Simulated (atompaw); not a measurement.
## Reading a pseudo-wave (Sc (Z = 21))

Columns: radius, all-electron u(r) and pseudo u(r) of the 4p shell (level -1.45 eV) of scandium in the configuration [Ar] 3d1 4s2 4p0; PBEsol, scalar-relativistic, PAW (atompaw) scheme, atompaw 4.2.0.5.

```json
{"r (bohr)": "0.115", "all-electron": "0.0870", "pseudo": "0.0006"}
{"r (bohr)": "0.231", "all-electron": "0.0967", "pseudo": "0.0025"}
{"r (bohr)": "0.346", "all-electron": "0.0282", "pseudo": "0.0057"}
{"r (bohr)": "0.462", "all-electron": "-0.0573", "pseudo": "0.0102"}
{"r (bohr)": "0.577", "all-electron": "-0.1262", "pseudo": "0.0161"}
{"r (bohr)": "0.692", "all-electron": "-0.1691", "pseudo": "0.0234"}
{"r (bohr)": "0.808", "all-electron": "-0.1859", "pseudo": "0.0322"}
{"r (bohr)": "0.923", "all-electron": "-0.1809", "pseudo": "0.0425"}
{"r (bohr)": "1.038", "all-electron": "-0.1595", "pseudo": "0.0544"}
{"r (bohr)": "1.154", "all-electron": "-0.1266", "pseudo": "0.0681"}
{"r (bohr)": "1.269", "all-electron": "-0.0869", "pseudo": "0.0834"}
{"r (bohr)": "1.385", "all-electron": "-0.0428", "pseudo": "0.1005"}
{"r (bohr)": "1.500", "all-electron": "0.0025", "pseudo": "0.1193"}
{"r (bohr)": "1.615", "all-electron": "0.0477", "pseudo": "0.1396"}
{"r (bohr)": "1.731", "all-electron": "0.0922", "pseudo": "0.1617"}
{"r (bohr)": "1.846", "all-electron": "0.1345", "pseudo": "0.1850"}
{"r (bohr)": "1.962", "all-electron": "0.1747", "pseudo": "0.2096"}
{"r (bohr)": "2.077", "all-electron": "0.2120", "pseudo": "0.2349"}
{"r (bohr)": "2.192", "all-electron": "0.2467", "pseudo": "0.2607"}
{"r (bohr)": "2.308", "all-electron": "0.2790", "pseudo": "0.2868"}
{"r (bohr)": "2.423", "all-electron": "0.3083", "pseudo": "0.3122"}
{"r (bohr)": "2.538", "all-electron": "0.3351", "pseudo": "0.3367"}
{"r (bohr)": "2.654", "all-electron": "0.3595", "pseudo": "0.3600"}
{"r (bohr)": "2.769", "all-electron": "0.3812", "pseudo": "0.3813"}
{"r (bohr)": "2.885", "all-electron": "0.4006", "pseudo": "0.4007"}
{"r (bohr)": "3.000", "all-electron": "0.4176", "pseudo": "0.4176"}
```

(1) How many radial nodes do the two functions have?

(2) Is the pseudo-wave norm-conserving?

Results:

(1) The all-electron 4p function has n − l − 1 = 2; the pseudo-wave has 0, since the states of the same l below it are removed with the core.

(2) No, it belongs to a PAW set: the norm inside the radius is not constrained, and the difference is carried by the augmentation charge.
